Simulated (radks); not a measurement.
Problem. The mean radii <r> (bohr) of the occupied orbitals of an atom or ion are listed with their occupations. Calculated with a radial shooting solver on a logarithmic mesh with Libxc functionals: Dirac Kohn-Sham, PBEsol, spin-unpolarised, spherical densities, point nucleus.

orbital  occ.      <r>
1s1/2       2  0.04277
2s1/2       2   0.1894
2p1/2       2   0.1628
2p3/2       4   0.1667
3s1/2       2   0.5516
3p1/2       2   0.5570
3p3/2       4   0.5675
3d3/2       4   0.5867
3d5/2       6   0.5908
4s1/2       2    1.591
4p1/2       2    1.832
4p3/2       1    1.862

Name the element and its charge. Open shells, if any, fill j = l - 1/2 first.

Solution. Z = 35, bromine, charge +2: Br2+ in [Ar] 3d10 4s2 4p3. The 1s radius gives Z: for a bare nucleus <r> = (2 gamma + 1)/(2Z) with gamma = sqrt(1 - (Z/c)^2), 0.04191 bohr for Z = 35, and screening makes it slightly larger (0.04277 here). The occupations add up to 33, and the charge is Z minus that.
